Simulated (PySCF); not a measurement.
# Charge on either side of a bond

Species: C7H13BN2.
Numbering: `[CH3:1][N:2]([CH3:3])[BH2-:4][n+:5]1[cH:6][cH:7][cH:8][cH:9][cH:10]1` (hydrogens: H11, H12, H13 on C1; H14, H15, H16 on C3; H17, H18 on B4; H19 on C6; H20 on C7; H21 on C8; H22 on C9; H23 on C10)

Geometry (PBE0-D3(BJ)/def2-SVP, Å), atoms numbered from 1 in this order:
```xyz
23
C7H13BN2 angstrom
C      2.117   -1.127    0.086
N      1.873    0.271   -0.099
C      1.885    1.022    1.118
B      0.946    0.695   -1.187
N     -0.589    0.295   -0.673
C     -1.262    1.135    0.124
C     -2.432    0.756    0.767
C     -2.920   -0.534    0.574
C     -2.216   -1.399   -0.261
C     -1.054   -0.946   -0.869
H      3.023   -1.299    0.695
H      2.266   -1.618   -0.888
H      1.289   -1.673    0.607
H      2.794    0.811    1.712
H      1.868    2.101    0.898
H      1.020    0.810    1.797
H      1.086    0.048   -2.220
H      0.897    1.912   -1.332
H     -0.830    2.133    0.221
H     -2.953    1.472    1.405
H     -3.839   -0.861    1.067
H     -2.564   -2.416   -0.450
H     -0.460   -1.566   -1.544
```

Atomic charges (e) from the PBE0/pcSseg-1 density (PySCF):

```csv
atom,Mulliken,IAO,Hirshfeld,ESP-fitted
C1,-0.0970,-0.2844,-0.0772,-0.4829
N2,-0.6403,-0.2837,-0.1471,+0.1004
C3,-0.0975,-0.2845,-0.0774,-0.4726
B4,+0.2087,-0.1305,-0.0061,-0.3865
N5,-0.5696,-0.0557,+0.0059,+0.2372
C6,+0.2456,+0.0036,+0.0561,-0.0151
C7,-0.1798,-0.1592,-0.0372,-0.2562
C8,+0.0007,-0.1111,-0.0176,+0.0004
C9,-0.1801,-0.1593,-0.0372,-0.2500
C10,+0.2466,+0.0035,+0.0562,-0.0219
H11,+0.1032,+0.1264,+0.0328,+0.1438
H12,+0.1157,+0.1370,+0.0367,+0.1538
H13,+0.0638,+0.0799,+0.0043,+0.1255
H14,+0.1034,+0.1266,+0.0329,+0.1413
H15,+0.1156,+0.1367,+0.0365,+0.1514
H16,+0.0641,+0.0798,+0.0040,+0.1229
H17,-0.0736,-0.0426,-0.1020,-0.0499
H18,-0.0732,-0.0428,-0.1020,-0.0482
H19,+0.1427,+0.1777,+0.0708,+0.1536
H20,+0.1200,+0.1691,+0.0655,+0.1791
H21,+0.1186,+0.1667,+0.0660,+0.1389
H22,+0.1200,+0.1691,+0.0656,+0.1776
H23,+0.1426,+0.1777,+0.0709,+0.1572
```

Cut each of the bonds C1–N2, N2–B4 and N5–B4 in turn and sum the charges on the side of the atom named first.

In e; the other side holds the opposite charge:

```csv
bond cut,piece,atoms,Mulliken,IAO,Hirshfeld,ESP-fitted
C1–N2,CH3,4,+0.186,+0.059,-0.003,-0.060
N2–B4,C2H6N,9,-0.269,-0.166,-0.154,-0.016
N5–B4,C5H5N,11,+0.207,+0.382,+0.365,+0.501
```

Extremes among these pieces. Mulliken: lowest C2H6N at N2, highest C5H5N at N5; IAO: lowest C2H6N at N2, highest C5H5N at N5; Hirshfeld: lowest C2H6N at N2, highest C5H5N at N5; ESP-fitted: lowest CH3 at C1, highest C5H5N at N5.

Do the schemes agree better on the pieces than on the single atoms at the cuts?

The spread between schemes averages 0.264 e for the pieces and 0.651 e for the atoms named first; it is smaller for the piece at 3 of the 3 cuts. On average they agree better on the pieces. The sign differs between schemes (beyond ±0.03 e) for CH3 at C1.

One conformer (not necessarily the lowest) at the PBE0-D3(BJ)/def2-SVP geometry, without solvent, vibrations or thermal averaging.

The run behind these numbers computed NMR shieldings as well. Hardware: one thread of an Arm Neoverse V1 (shared host). Cost: 79 s wall (with the writing of density and orbital grids), 1.2 GiB resident at most.
